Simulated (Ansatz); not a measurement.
Reaction (redistribution): `BOC[SiH2]Cl` + `F[SiH](F)[S][GeH3]` → `F[SiH](F)S[SiH2]Cl` + `BO[CH2][GeH3]`

Calculated with Ansatz (gas phase, PBE0-D4/def2-TZVP geometries, no zero-point term in ΔE). CBS: MP2 limit from def2 TZ/QZ plus the TZ coupled-cluster correction, frozen cores. DFT in def2-TZVPP. B3LYP here is the variant with VWN-RPA as its local correlation; programs differ in this. For Ge outer-core shells are correlated without core-valence functions, which leaves a few kJ/mol of doubt a bond. Scalar relativity is left out up to krypton. Each species was taken in one conformer, which may not be the lowest.

| level | ΔE (kcal/mol) |
| --- | --- |
| B3LYP-D4 | 0.9 |
| MP2/def2-QZVPP | 0.0 |

(1) What does CCSD(T)/CBS give? (Estimate.)

Largest T1 diagnostic among the species: 0.013.

Answers

(1) Computed: +0.2 kcal/mol. The listed levels differ from it by 0.7, -0.2 kcal/mol.

In def2-TZVPP, CCSD(T) changes the Hartree–Fock value by −2.6 kcal/mol (the triples alone add −0.3 kcal/mol) and MP2 by −3.1 kcal/mol.
